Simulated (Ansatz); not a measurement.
`[C]#C[SiH2]C`, charge 0, multiplicity 2.

Problem. Give a relaxed structure at PBE0-D4/def2-TZVP (the Gaussian-basis code of Ansatz). (Best estimate.)

Solution. Computed: 
```xyz
9

C     2.2576   -1.8582   -0.7287
C     1.5765   -0.8896   -0.4670
Si    0.5065    0.5450   -0.0660
C    -1.2275   -0.0353    0.2902
H     0.5406    1.4662   -1.2301
H     1.1005    1.2299    1.1100
H    -1.8697    0.8161    0.5286
H    -1.6470   -0.5515   -0.5755
H    -1.2375   -0.7226    1.1385
```
Point group Cs.
This is one stationary point; other conformers may exist.
